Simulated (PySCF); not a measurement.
C$_{6}$H$_{15}$B, charge +1, doublet, geometry from GFN2-xTB of the parent state (a state made from the parent by changing its charge; the spin is typed, not shown lowest); PySCF with DF-HF/pcseg-1.

PySCF was given this input:
```python
from pyscf import gto, scf

mol = gto.M(
    atom='''
B     0.109600    0.054480    0.167649
C     1.349719    0.267344   -0.788501
C     1.182057   -0.089744   -2.266393
H     2.214754   -0.275341   -0.394563
H     1.632943    1.324184   -0.719343
H     0.379117    0.489177   -2.715729
H     0.945406   -1.145521   -2.378715
H     2.096808    0.112688   -2.821453
C    -1.355042   -0.205695   -0.378955
C    -2.043023    1.139150   -0.670997
H    -1.971869   -0.741091    0.346417
H    -1.363312   -0.791903   -1.299432
H    -1.490296    1.698357   -1.422224
H    -2.094965    1.744766    0.231117
H    -3.055621    0.980659   -1.036904
C     0.341278    0.140640    1.736088
C     0.495445   -1.272201    2.323579
H    -0.502159    0.617165    2.241404
H     1.235332    0.711156    1.997752
H     1.352923   -1.776097    1.883051
H    -0.390019   -1.870002    2.120280
H     0.640357   -1.227561    3.401171
''',
    basis='pcseg-1',
    charge=1,
    spin=1,
    verbose=4,
)

mf = scf.UHF(mol)
mf = mf.density_fit(auxbasis='def2-universal-jkfit')
mf.kernel()
```

What the program printed (banner, timings and long lists left out):

```
PySCF version 2.14.0

[INPUT] verbose = 4
[INPUT] num. atoms = 22
[INPUT] num. electrons = 55
[INPUT] charge = 1
[INPUT] spin (= nelec alpha-beta = 2S) = 1
[INPUT] symmetry False subgroup None
[INPUT] Mole.unit = angstrom
[INPUT] Symbol           X                Y                Z      unit          X                Y                Z       unit  Magmom
[...]
nuclear repulsion = 298.472622606498
number of shells = 51
number of NR pGTOs = 280
number of NR cGTOs = 173
basis = pcseg-1
ecp = {}

******** <class 'pyscf.df.df_jk.DFUHF'> ********
method = DFUHF
initial guess = minao
damping factor = 0
level_shift factor = 0
DIIS = <class 'pyscf.scf.diis.CDIIS'>
diis_start_cycle = 1
diis_space = 8
diis_damp = 0
SCF conv_tol = 1e-09
SCF conv_tol_grad = None
SCF max_cycles = 50
direct_scf = False
number electrons alpha = 28  beta = 27
Set gradient conv threshold to 3.16228e-05
******** <class 'pyscf.df.df.DF'> ********
auxbasis = def2-universal-jkfit
init E= -261.619679986023

cycle= 1 E= -260.082364577118  delta_E= 1.54  |g|= 0.389  |ddm|= 2.82
cycle= 2 E= -260.189355970936  delta_E= -0.107  |g|= 0.148  |ddm|= 0.621
cycle= 3 E= -260.204634837418  delta_E= -0.0153  |g|= 0.0579  |ddm|= 0.175
cycle= 4 E= -260.208177097937  delta_E= -0.00354  |g|= 0.018  |ddm|= 0.0956
cycle= 5 E= -260.208983296665  delta_E= -0.000806  |g|= 0.0119  |ddm|= 0.0376
cycle= 6 E= -260.209381321282  delta_E= -0.000398  |g|= 0.00547  |ddm|= 0.0333
cycle= 7 E= -260.209522964879  delta_E= -0.000142  |g|= 0.00377  |ddm|= 0.0201
cycle= 8 E= -260.209594757367  delta_E= -7.18e-05  |g|= 0.00287  |ddm|= 0.0143
cycle= 9 E= -260.209656848916  delta_E= -6.21e-05  |g|= 0.00256  |ddm|= 0.0144
cycle= 10 E= -260.209718632133  delta_E= -6.18e-05  |g|= 0.00223  |ddm|= 0.016
cycle= 11 E= -260.209809592517  delta_E= -9.1e-05  |g|= 0.0019  |ddm|= 0.027
cycle= 12 E= -260.209908048541  delta_E= -9.85e-05  |g|= 0.0014  |ddm|= 0.038
cycle= 13 E= -260.209961124043  delta_E= -5.31e-05  |g|= 0.000919  |ddm|= 0.0311
cycle= 14 E= -260.209983895023  delta_E= -2.28e-05  |g|= 0.000609  |ddm|= 0.0269
cycle= 15 E= -260.209985800906  delta_E= -1.91e-06  |g|= 0.000531  |ddm|= 0.00487
cycle= 16 E= -260.209987637799  delta_E= -1.84e-06  |g|= 0.000148  |ddm|= 0.00822
cycle= 17 E= -260.209987743723  delta_E= -1.06e-07  |g|= 0.000104  |ddm|= 0.00156
cycle= 18 E= -260.209987763949  delta_E= -2.02e-08  |g|= 5.21e-05  |ddm|= 0.000377
cycle= 19 E= -260.209987771346  delta_E= -7.4e-09  |g|= 1.68e-05  |ddm|= 0.000449
cycle= 20 E= -260.209987772027  delta_E= -6.81e-10  |g|= 1e-05  |ddm|= 7.21e-05
Extra cycle  E= -260.20998777222  delta_E= -1.93e-10  |g|= 6.83e-06  |ddm|= 1.71e-05
converged SCF energy = -260.20998777222  <S^2> = 0.76214587  2S+1 = 2.0121092
```
